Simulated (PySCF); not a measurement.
C₂H₄AlCl. Atoms are numbered in the order given.

```xyz
8

Al    -0.9608     0.1108     0.0000
H     -2.4669     0.5859     0.0000
Cl     0.5369     1.6020     0.0000
C     -0.3400    -1.7217     0.0000
C      0.9712    -2.0146     0.0000
H     -1.0408    -2.5686     0.0000
H      1.3467    -3.0460     0.0000
H      1.7375    -1.2294     0.0000
```

Geometry optimised at PBE0-D3(BJ)/def2-SVP. The values are those of a single conformer.

Calculation: PBE0/pcSseg-1 in PySCF.

GIAO shieldings, no solvent; atoms listed in one row are averaged. δ = σ(ref) − σ: ¹H against TMS (σ = 31.56 ppm); ³⁵Cl against HCl (σ = 945.9 ppm); ¹³C against TMS (σ = 186.3 ppm), references at their B3LYP-D3(BJ)/def2-TZVP geometries, non-relativistic (without spin–orbit terms, shifts of atoms bonded to Cl or Br come out too high).

Question: Estimate the chemical shifts. (The exact figures need the calculation; the answer reports its results.)

Answer: 
```csv
nucleus,atoms,count,δ (ppm)
¹H,H7,1,7.29
¹H,H8,1,7.17
¹H,H6,1,6.73
¹H,H2,1,5.34
³⁵Cl,Cl3,1,27.8
¹³C,C5,1,160.0
¹³C,C4,1,147.2
```
